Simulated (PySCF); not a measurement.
Spectra and structures to be paired. Method used: PySCF, TDDFT B3LYP/def2-SVPD, vertical, gas phase, core orbitals frozen in the response. Geometries: PBE0-D3(BJ)/def2-SVP; one conformer of each isolated species. Triplets are in the Tamm–Dancoff approximation. Atoms past krypton carry core potentials; spin–orbit coupling is left out. Ions are computed without counter-ions or solvent.

A. `C=C(C)COC(=O)OC`
B. `[I][Al-]([I])([I])[I]`
C. `FC(F)O[C@H]1CC[Se]1`
D. `CC(C)[O][Sn]([CH3])([CH3])[CH3]`
E. `C=C=CCS(C)(=O)=O`

Lowest singlet levels (six at most, fewer where fewer were computed) with oscillator strengths:

1. 6.71 eV (f 0.053); 6.97 eV (f 0.016); 7.07 eV (f 0.313); 7.28 eV (f 0.010); 7.32 eV (f 0.013); 7.33 eV (f 0.022); T1 4.34 eV
2. 4.49 eV (f 0.000 summed over 3 states); 5.03 eV (f 0.376 summed over 3 states); 5.15 eV (f 0.000 summed over 2 states); 5.54 eV (f 0.000 summed over 3 states); 5.61 eV (f 0.005 summed over 2 states) [of 15 roots; the last level is left out, as the window may have cut its degenerate partner]; T1 4.32 eV
3. 5.63 eV (f 0.006); 5.92 eV (f 0.006); 6.47 eV (f 0.215); 6.67 eV (f 0.004); 6.89 eV (f 0.002); 7.02 eV (f 0.123); T1 4.46 eV
4. 5.72 eV (f 0.034); 6.24 eV (f 0.034); 6.26 eV (f 0.011); 6.62 eV (f 0.015); 6.74 eV (f 0.011); 6.86 eV (f 0.121); T1 5.49 eV
5. 3.90 eV (f 0.000); 5.50 eV (f 0.007); 5.61 eV (f 0.043); 5.96 eV (f 0.025); 6.01 eV (f 0.064); 6.49 eV (f 0.009)

Task: Which spectrum belongs to which structure?

Result: 1 = A, 2 = B, 3 = E, 4 = D, 5 = C.
- A: S1 at 6.71 eV, HOMO→LUMO+1 (66%), HOMO→LUMO (21%), HOMO→LUMO+2 (9%); Löwdin shares by element: HOMO carbon 83% or more (atoms not listed hold the other 17%); LUMO carbon 61% or more, hydrogen 12% or more (atoms not listed hold the other 27%); HOMO -7.31 and LUMO -0.27 eV.
- B: S1 at 4.49 eV, HOMO-2/HOMO-1/HOMO→LUMO (98%); Löwdin shares by element: HOMO (one of a set within 0.03 eV) iodine 100%; LUMO iodine 56% or more, aluminium 26% (atoms not listed hold the other 18%); HOMO -3.35 and LUMO 1.90 eV; point group Td, 8 of its 13 listed states under f = 0.0005.
- C: S1 at 3.90 eV, HOMO→LUMO (99%); Löwdin shares by element: HOMO selenium 74%, carbon 17% or more; LUMO selenium 56%, carbon 28% or more (atoms not listed hold the other 17%); HOMO -6.23 and LUMO -1.07 eV.
- D: S1 at 5.72 eV, HOMO→LUMO (95%); Löwdin shares by element: HOMO oxygen 56%, carbon 24% or more (atoms not listed hold the other 19%); LUMO tin 31%, carbon 25% or more (atoms not listed hold the other 44%); HOMO -6.74 and LUMO -0.28 eV.
- E: S1 at 5.63 eV, HOMO→LUMO+1 (65%), HOMO→LUMO (14%), HOMO-1→LUMO+1 (8%); Löwdin shares by element: HOMO carbon 44% or more, oxygen 22% (atoms not listed hold the other 34%); LUMO carbon 74% or more (atoms not listed hold the other 26%); HOMO -7.57 and LUMO -0.74 eV.
D and E have S1 within 0.09 eV of each other; their strongest listed levels stand at 6.86 eV (f 0.121) and 6.47 eV (f 0.215).

A slash joins orbitals within 0.01 eV of each other, whose weights are summed (≥ marks a lower bound).
